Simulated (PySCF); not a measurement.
Molecule: `C[Si](Cl)(Cl)[Si](C)(Cl)Cl`, C2H6Cl4Si2.

Molfile (atoms numbered from 1):
```
C2H6Cl4Si2
     RDKit          3D

 14 13  0  0  0  0  0  0  0  0999 V2000
    0.7236    2.0313    0.9461 C   0  0  0  0  0  0  0  0  0  0  0  0
   -0.1309    1.1611   -0.4549 Si  0  0  0  0  0  4  0  0  0  0  0  0
    0.1672    2.2197   -2.2010 Cl  0  0  0  0  0  0  0  0  0  0  0  0
   -2.1691    1.0591   -0.0691 Cl  0  0  0  0  0  0  0  0  0  0  0  0
    0.5828   -1.0364   -0.7848 Si  0  0  0  0  0  4  0  0  0  0  0  0
   -0.0723   -2.2436    0.4662 C   0  0  0  0  0  0  0  0  0  0  0  0
    2.6566   -0.9949   -0.6829 Cl  0  0  0  0  0  0  0  0  0  0  0  0
    0.0167   -1.6328   -2.6775 Cl  0  0  0  0  0  0  0  0  0  0  0  0
    0.5276    1.5098    1.8955 H   0  0  0  0  0  0  0  0  0  0  0  0
    1.8092    2.0411    0.7640 H   0  0  0  0  0  0  0  0  0  0  0  0
    0.3652    3.0682    1.0309 H   0  0  0  0  0  0  0  0  0  0  0  0
    0.3064   -1.9963    1.4696 H   0  0  0  0  0  0  0  0  0  0  0  0
   -1.1721   -2.2002    0.4792 H   0  0  0  0  0  0  0  0  0  0  0  0
    0.2420   -3.2671    0.2119 H   0  0  0  0  0  0  0  0  0  0  0  0
  1  2  1  0
  2  3  1  0
  2  4  1  0
  2  5  1  0
  5  6  1  0
  5  7  1  0
  5  8  1  0
  1  9  1  0
  1 10  1  0
  1 11  1  0
  6 12  1  0
  6 13  1  0
  6 14  1  0
M  END
```

Geometry PBE0-D3(BJ)/def2-SVP throughout; GIAO in PySCF 2.14.0 with density-fitted response routines, gas phase, one conformer, non-relativistic; equivalent atoms averaged; functional PBE0.

For orientation, def2-TZVP gives these absolute shieldings σ: C1/C6 179.4, Si2/Si5 302.4, Cl3/Cl4/Cl7/Cl8 864.1, H9/H10/H11/H12/H13/H14 30.66 ppm.

A run gave: C1/C6 177.1, Si2/Si5 311.3, Cl3/Cl4/Cl7/Cl8 877.3, H9/H10/H11/H12/H13/H14 30.48 ppm (absolute shieldings σ).

**Question.** Which basis set was used in that run?
A. pcSseg-1
B. aug-cc-pVDZ
C. 6-311+G(2d,p)
D. 6-31G
E. STO-3G

**Answer.** A. Cl3/Cl4/Cl7/Cl8 tells them apart best: pcSseg-1 gives 877.3, STO-3G gives 1136.9, 6-311+G(2d,p) gives 863.9, 6-31G gives 920.7, aug-cc-pVDZ gives 897.7 ppm.
